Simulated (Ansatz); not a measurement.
input.yaml

```yaml
crystal:
  periodic: [false, false, false]
  atoms:
    - { symbol: S, position_ang: [-0.945582, -2.685379, -0.243688] }
    - { symbol: C, position_ang: [0.296927, -2.097691, 1.031782] }
    - { symbol: Al, position_ang: [0.145906, -0.199558, 0.599185] }
    - { symbol: "N", position_ang: [1.027043, 0.764244, -0.644466] }
    - { symbol: Si, position_ang: [0.091883, 2.248918, -0.576005] }
    - { symbol: P, position_ang: [-1.224746, 1.614293, 1.187427] }
    - { symbol: H, position_ang: [-0.180059, -2.467822, -1.336315] }
    - { symbol: H, position_ang: [1.236084, -2.645766, 0.930028] }
    - { symbol: H, position_ang: [-0.152835, -2.363931, 1.992552] }
    - { symbol: H, position_ang: [1.826272, 0.617173, -1.251156] }
    - { symbol: H, position_ang: [-0.689791, 2.555926, -1.809286] }
    - { symbol: H, position_ang: [0.916623, 3.448984, -0.256116] }
    - { symbol: H, position_ang: [-2.327324, 1.176111, 0.390859] }
basis:
  gaussian: { orbitals: "6-31G*" }
hamiltonian:
  xc: b3lyp
  dispersion: d4
md:
  timestep: 0.5
  n_steps: 300
  ensemble: nve
  temperature: 1000.0
  initial_velocities: maxwell_boltzmann
  seed: 396153
```

Command:

```bash
$ ansatz run input.yaml --threads 2 --pin off --max-ram 3072MiB --backend cpu --events-out ev --progress --plain --runs-dir out
```

Hardware: 2 threads of Arm Neoverse N1, with other jobs on the host.

Problem. Roughly how long does this run take, and how much memory?

Solution. 46 min, with a peak of 0.32 GiB, for 301 ionic steps.
